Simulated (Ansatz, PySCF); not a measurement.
Dissociation curve of NaBr, singlet.

- UHF/aug-cc-pVQZ (Ansatz, a program for electronic structure)
- RHF/aug-cc-pVQZ (Ansatz)
- UKS-PBE = Ansatz with unrestricted PBE/aug-cc-pVQZ
- RKS-PBE = restricted PBE/aug-cc-pVQZ (Ansatz)
- UKS-B3LYP/6-31G* = unrestricted B3LYP/6-31G*, spherical d (PySCF 2.14.0)
- RKS-B3LYP/6-31G* = restricted B3LYP/6-31G*, spherical d run with PySCF
- UKS-B3LYP/3-21G = unrestricted B3LYP/3-21G in PySCF
- RKS-B3LYP/3-21G = PySCF with restricted B3LYP/3-21G
- UKS-M06-2X/6-31G* = unrestricted M06-2X/6-31G*, spherical d in PySCF
- RKS-M06-2X/6-31G* = restricted M06-2X/6-31G*, spherical d in PySCF

Scanned distances (Å): 2.01, 2.16, 2.22, 2.38, 2.45, 2.51, 2.60, 2.67, 2.78, 2.89, 3.10, 3.35, 3.76, 4.07, 4.55, 4.97, 5.45, 6.12, 6.76, 7.56.

### Question
Where does the unrestricted solution first break spin symmetry (<S²> of 0.01 or more)?

### Answer
UHF: between 5.45 and 6.12 Å; UKS-PBE: between 4.07 and 4.55 Å; UKS-B3LYP/6-31G*: between 4.07 and 4.55 Å; UKS-B3LYP/3-21G: between 4.07 and 4.55 Å; UKS-M06-2X/6-31G*: between 5.45 and 6.12 Å.

| R / Å | <S²> UHF | E(RHF) − E(UHF) / kcal/mol | <S²> UKS-PBE | E(RKS-PBE) − E(UKS-PBE) / kcal/mol | <S²> UKS-B3LYP/6-31G* | E(RKS-B3LYP/6-31G*) − E(UKS-B3LYP/6-31G*) / kcal/mol | <S²> UKS-B3LYP/3-21G | E(RKS-B3LYP/3-21G) − E(UKS-B3LYP/3-21G) / kcal/mol | <S²> UKS-M06-2X/6-31G* | E(RKS-M06-2X/6-31G*) − E(UKS-M06-2X/6-31G*) / kcal/mol |
|---|---|---|---|---|---|---|---|---|---|---|
| 2.01 | 0.00 | 0.0 | 0.00 | 0.0 | 0.00 | 0.0 | 0.00 | 0.0 | 0.00 | 0.0 |
| 2.16 | 0.00 | 0.0 | 0.00 | 0.0 | 0.00 | 0.0 | 0.00 | 0.0 | 0.00 | 0.0 |
| 2.22 | 0.00 | 0.0 | 0.00 | 0.0 | 0.00 | 0.0 | 0.00 | 0.0 | 0.00 | 0.0 |
| 2.38 | 0.00 | 0.0 | 0.00 | 0.0 | 0.00 | 0.0 | 0.00 | 0.0 | 0.00 | 0.0 |
| 2.45 | 0.00 | 0.0 | 0.00 | 0.0 | 0.00 | 0.0 | 0.00 | 0.0 | 0.00 | 0.0 |
| 2.51 | 0.00 | 0.0 | 0.00 | 0.0 | 0.00 | 0.0 | 0.00 | 0.0 | 0.00 | 0.0 |
| 2.60 | 0.00 | 0.0 | 0.00 | 0.0 | 0.00 | 0.0 | 0.00 | 0.0 | 0.00 | 0.0 |
| 2.67 | 0.00 | 0.0 | 0.00 | 0.0 | 0.00 | 0.0 | 0.00 | 0.0 | 0.00 | 0.0 |
| 2.78 | 0.00 | 0.0 | 0.00 | 0.0 | 0.00 | 0.0 | 0.00 | 0.0 | 0.00 | 0.0 |
| 2.89 | 0.00 | 0.0 | 0.00 | 0.0 | 0.00 | 0.0 | 0.00 | 0.0 | 0.00 | 0.0 |
| 3.10 | 0.00 | 0.0 | 0.00 | 0.0 | 0.00 | 0.0 | 0.00 | 0.0 | 0.00 | 0.0 |
| 3.35 | 0.00 | 0.0 | 0.00 | 0.0 | 0.00 | 0.0 | 0.00 | 0.0 | 0.00 | 0.0 |
| 3.76 | 0.00 | 0.0 | 0.00 | 0.0 | 0.00 | 0.0 | 0.00 | 0.0 | 0.00 | 0.0 |
| 4.07 | 0.00 | 0.0 | 0.00 | 0.0 | 0.00 | 0.0 | 0.00 | 0.0 | 0.00 | 0.0 |
| 4.55 | 0.00 | 0.0 | 0.09 | 0.1 | 0.08 | 0.0 | 0.20 | 0.4 | 0.00 | 0.0 |
| 4.97 | 0.00 | 0.0 | 0.23 | 0.6 | 0.25 | 0.7 | 0.36 | 1.6 | 0.00 | 0.0 |
| 5.45 | 0.00 | 0.0 | 0.33 | 1.4 | 0.36 | 1.8 | 0.47 | 3.1 | 0.00 | 0.0 |
| 6.12 | 1.00 | 3.9 | 0.41 | 2.3 | 0.45 | 3.3 | 0.55 | 5.0 | 0.01 | 0.0 |
| 6.76 | 1.01 | 9.3 | 0.46 | 3.0 | 0.50 | 4.3 | 0.60 | 6.3 | 0.43 | -0.1 |
| 7.56 | 1.01 | 14.7 | 0.50 | 3.6 | 0.54 | 5.4 | 0.64 | 7.6 | 0.58 | 2.0 |
